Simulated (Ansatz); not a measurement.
A nudged elastic band was laid between two geometries of CH8FGeNSi (13 atoms, charge 0, multiplicity 1).

The calculation used RHF/def2-SVP (Ansatz).

| Quantity | Value |
| --- | --- |
| movable images | 9 |
| climbing image | yes |
| spring | 5.0 eV/Å² |
| optimiser | quadratic models (default) |
| start path | through a guess of the saddle point |
| force threshold | 0.03 eV/Å |
| iteration limit | 43 |
| end points | relaxed |

Image 0:

```xyz
13
Properties=species:S:1:pos:R:3
N -0.983 1.636 0.411
Si -0.268 0.081 0.615
Ge 1.984 0.152 -0.239
C -1.169 -1.345 -0.282
F -0.988 -1.210 -1.642
H -1.811 1.908 0.904
H -0.880 2.151 -0.442
H -0.314 -0.261 2.059
H 2.904 0.942 0.706
H 2.008 0.841 -1.613
H 2.558 -1.265 -0.397
H -2.243 -1.346 -0.083
H -0.777 -2.319 0.018
```

Image 10:

```xyz
13
Properties=species:S:1:pos:R:3
N -0.983 1.635 0.415
Si -0.268 0.079 0.615
Ge 1.983 0.152 -0.240
C -1.169 -1.344 -0.286
F -0.984 -1.208 -1.645
H -0.875 2.156 -0.433
H -1.811 1.907 0.909
H -0.315 -0.267 2.059
H 2.898 0.957 0.696
H 2.005 0.824 -1.621
H 2.565 -1.264 -0.381
H -2.244 -1.343 -0.089
H -0.780 -2.320 0.014
```

Problem. What changes between the two ends?

Solution. No bond is made or broken. The dihedral H6–N1–Si2–Ge3 goes from -163 to 44°. The two ends are copies of one structure, up to a mirror image or an exchange of like atoms.

Problem. Give the energies along the band, and the barrier.

Solution. The forces met the threshold. The highest image is number 6 of 0 to 10, 0.070 eV above the ends, which have the same energy within 2 meV. A vibrational analysis at the climbing image gives one clearly imaginary mode, 212i cm⁻¹: a first-order saddle point.

```json
{"image": "0", "path coordinate (Å)": "0.00", "energy (eV)": "0.000", "dihedral H6–N1–Si2–Ge3 (°)": "-163"}
{"image": "1", "path coordinate (Å)": "0.38", "energy (eV)": "0.012", "dihedral H6–N1–Si2–Ge3 (°)": "-142"}
{"image": "2", "path coordinate (Å)": "0.76", "energy (eV)": "0.031", "dihedral H6–N1–Si2–Ge3 (°)": "-109"}
{"image": "3", "path coordinate (Å)": "1.13", "energy (eV)": "0.038", "dihedral H6–N1–Si2–Ge3 (°)": "-86"}
{"image": "4", "path coordinate (Å)": "1.51", "energy (eV)": "0.046", "dihedral H6–N1–Si2–Ge3 (°)": "-68"}
{"image": "5", "path coordinate (Å)": "1.89", "energy (eV)": "0.059", "dihedral H6–N1–Si2–Ge3 (°)": "-51"}
{"image": "6", "path coordinate (Å)": "2.27", "energy (eV)": "0.070", "dihedral H6–N1–Si2–Ge3 (°)": "-43"}
{"image": "7", "path coordinate (Å)": "2.74", "energy (eV)": "0.052", "dihedral H6–N1–Si2–Ge3 (°)": "-42"}
{"image": "8", "path coordinate (Å)": "3.22", "energy (eV)": "0.040", "dihedral H6–N1–Si2–Ge3 (°)": "-18"}
{"image": "9", "path coordinate (Å)": "3.69", "energy (eV)": "0.017", "dihedral H6–N1–Si2–Ge3 (°)": "22"}
{"image": "10", "path coordinate (Å)": "4.16", "energy (eV)": "0.000", "dihedral H6–N1–Si2–Ge3 (°)": "44"}
```

Problem. What is the geometry of the highest image?

Solution. 
```xyz
13
Properties=species:S:1:pos:R:3
N -1.082 1.540 0.401
Si -0.251 0.046 0.615
Ge 2.020 0.155 -0.197
C -1.217 -1.295 -0.330
F -1.171 -1.055 -1.683
H -0.682 2.436 0.590
H -1.932 1.608 -0.123
H -0.215 -0.408 2.031
H 2.852 1.136 0.649
H 2.067 0.634 -1.655
H 2.697 -1.224 -0.116
H -2.266 -1.320 -0.025
H -0.800 -2.286 -0.142
```

Problem. What are the harmonic wavenumbers there?

Solution. 212i, 49, 85, 124, 162, 209, 225, 357, 362, 505, 532, 664, 764, 816, 875, 898, 928, 952, 964, 971, 1152, 1351, 1440, 1588, 1682, 2206, 2216, 2237, 2282, 3199, 3258, 3809, 3910 cm⁻¹.

Time of the run: 5.9 min on 2 threads of Arm Neoverse V2, with other jobs on the host, peak memory 0.37 GiB.
